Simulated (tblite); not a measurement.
Species: C6H11ClOSi.
Geometry (GFN2-xTB, Å), atoms numbered from 1 in this order:
```
atom  x, y, z in Å
C1    -3.089   -0.435   -0.702
C2    -2.202    0.502   -0.425
C3    -1.097    0.359    0.569
C4     0.261    0.436   -0.126
Si5    0.732   -0.983   -1.321
O6     2.319   -0.977   -0.910
C7     2.674   -0.008    0.043
C8     1.426    0.352    0.848
Cl9    1.693    1.871    1.743
H10   -3.082   -1.389   -0.200
H11   -3.865   -0.289   -1.434
H12   -2.234    1.451   -0.946
H13   -1.166    1.168    1.306
H14   -1.191   -0.593    1.096
H15    0.324    1.393   -0.655
H16    0.159   -2.269   -0.948
H17    0.574   -0.621   -2.723
H18    3.059    0.880   -0.470
H19    3.465   -0.419    0.676
H20    1.235   -0.419    1.599
```

Level: GFN2-xTB in tblite, geometry and Hessian alike; calculated harmonic values, unscaled, isolated species. Errors from tens to a few hundred cm⁻¹ against measured bands are possible. Modes of hydrogen on silicon can be 10 to 20 % off. One conformer, not necessarily the lowest.

Harmonic wavenumbers (cm⁻¹): 51.1, 56.5, 79.1, 138.5, 155.1, 194.4, 263.9, 329.1, 368.8, 399.4, 456.3, 481.6, 526.2, 576.5, 639.6, 672.3, 713.7, 773.4, 784.4, 818.4, 893.4, 920.9, 938.7, 970.4, 1020.7, 1042.7, 1073.4, 1086.2, 1095.0, 1121.8, 1163.4, 1184.4, 1194.2, 1245.2, 1262.9, 1283.1, 1308.2, 1314.2, 1332.0, 1417.6, 1481.2, 1485.6, 1721.4, 2316.7, 2335.8, 2922.7, 2930.1, 2935.4, 2940.8, 2962.7, 2977.2, 3055.3, 3100.0, 3126.0.

A = 1485, B = 878.7, C = 578.7 MHz; mass 162.027 u (most abundant isotopes); point group C1, symmetry number 1.

**Question.** What is the zero-point energy?

**Answer.** Half the sum of the wavenumbers: 33819 cm⁻¹ = 404.56 kJ/mol.

**Question.** Entropy at 200 K, 1 bar (ideal gas, RRHO, classical rotation)?

**Answer.** Translation 164.01, rotation 122.35, vibration 86.04: S = 372.4 J/(mol K).

**Question.** And Cp and H(200 K) − H(0)?

**Answer.** Cp = 124.28 J/(mol K), of which vibrations give 91.02 (their classical limit is 54 R = 449.0); H(200 K) − H(0) = 15.88 kJ/mol without the zero-point energy, 9.23 from vibrations.

**Question.** Blend soft modes into free rotors: weight 1/[1 + (100 cm⁻¹/ν̃)⁴] for the oscillator and the rest for a rotor with moment μB/(μ + B), μ = h/(8π²ν), B = 10⁻⁴⁴ kg m². What vibrational entropy results?

**Answer.** 78.77 J/(mol K) in place of 86.04, which changes −T·S at 200 K by +1.45 kJ/mol.

**Question.** Which modes carry the vibrational entropy at 200 K?

**Answer.** 51.1 cm⁻¹: 16.68; 56.5 cm⁻¹: 15.86; 79.1 cm⁻¹: 13.11; 138.5 cm⁻¹: 8.68; 155.1 cm⁻¹: 7.82; 194.4 cm⁻¹: 6.17 J/(mol K); the other 48 give 17.71 together.

**Question.** How do the functions run with temperature in this model?

**Answer.** 
```tsv
T (K)	S (J/(mol K))	Cp (J/(mol K))	H − H(0) (kJ/mol)	G − H(0) (kJ/mol)	ln q(vib)
150	340.1	101.9	10.24	-40.77	3.40
250	402.7	148.0	22.69	-77.98	6.18
298.15	430.7	171.4	30.38	-98.05	7.51
400	487.8	218.2	50.27	-144.85	10.34
600	590.5	288.3	101.40	-252.89	15.86
900	720.9	353.6	198.56	-450.26	23.71
```

q(vib) and H(0) count from the zero-point level.

**Question.** What must be added to the electronic energy to get the Gibbs energy at 200 K and 1 bar?

**Answer.** ZPE + [H(200 K) − H(0)] − T·S = 404.56 + 15.88 − 74.48 = 345.96 kJ/mol.

Hindered rotation and anharmonicity are outside this model. Other conformers, if any are populated, would add a mixing term that is left out. The structure is chiral; the term R ln 2 for an equal mix with its mirror image is left out.
